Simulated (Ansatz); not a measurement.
C7H7O (SMILES Cc1c[c]c(O)cc1), doublet, at a GFN2-xTB geometry; PBE0/pcseg-1 (Ansatz, a quantum-chemistry and plane-wave program).

Input for Ansatz:
Ansatz 0.2 input:
```yaml
crystal:
  periodic: [false, false, false]
  atoms:
    - {symbol: C, position_ang: [-2.81768532, -0.32396682, -0.28307830]}
    - {symbol: C, position_ang: [-1.33807357, -0.15438107, -0.11596451]}
    - {symbol: C, position_ang: [-0.45240414, -0.50055926, -1.12825950]}
    - {symbol: C, position_ang: [0.91087715, -0.33804004, -0.99052910]}
    - {symbol: C, position_ang: [1.44538695, 0.18809075, 0.19017884]}
    - {symbol: O, position_ang: [2.79470630, 0.33489593, 0.29488929]}
    - {symbol: C, position_ang: [0.54307014, 0.51966633, 1.16818007]}
    - {symbol: C, position_ang: [-0.80371845, 0.37218053, 1.06496024]}
    - {symbol: H, position_ang: [-3.04678168, -1.32160158, -0.65455207]}
    - {symbol: H, position_ang: [-3.20055120, 0.39872599, -1.00414380]}
    - {symbol: H, position_ang: [-3.33746755, -0.17506653, 0.65995238]}
    - {symbol: H, position_ang: [-0.84191564, -0.90944101, -2.04981453]}
    - {symbol: H, position_ang: [1.59798091, -0.60875677, -1.77773074]}
    - {symbol: H, position_ang: [3.00717248, 0.70565301, 1.15923371]}
    - {symbol: H, position_ang: [-1.46080448, 0.65337680, 1.87501403]}
basis:
  gaussian:
    orbitals: pcseg-1.json
hamiltonian:
  xc: pbe0
magnetization: {spin_polarized: true, initial_magnetization: 1}
```
The basis file holds pcseg-1 in the JSON format of the Basis Set Exchange.

It wrote (shortened):

```
Functional definition: PBE0
1675 factors; their error is unknown
mean field evaluation 1: about -9395.4507 eV, gradient 4.4e1 eV
mean field evaluation 2: about -9393.9246 eV, gradient 4.8e1 eV
mean field evaluation 4: about -9404.9309 eV, gradient 2.6e0 eV
mean field evaluation 8: about -9404.9624 eV, gradient 1.3e-1 eV
mean field evaluation 16: about -9404.9031 eV, gradient 1.9e-3 eV
mean field -9404.90309225 eV, -345.6238137681 hartree, gradient 4.3e-5 eV, S^2 0.759660; 0 other end points of the search recorded, 0 dependent functions left out
reference -9404.90312266 eV, -345.6238148855 hartree; 29, 28 occupied and 118, 119 virtual orbitals, 1675 factors
Total energy: -9404.90312266 eV, -345.6238148855 hartree
```
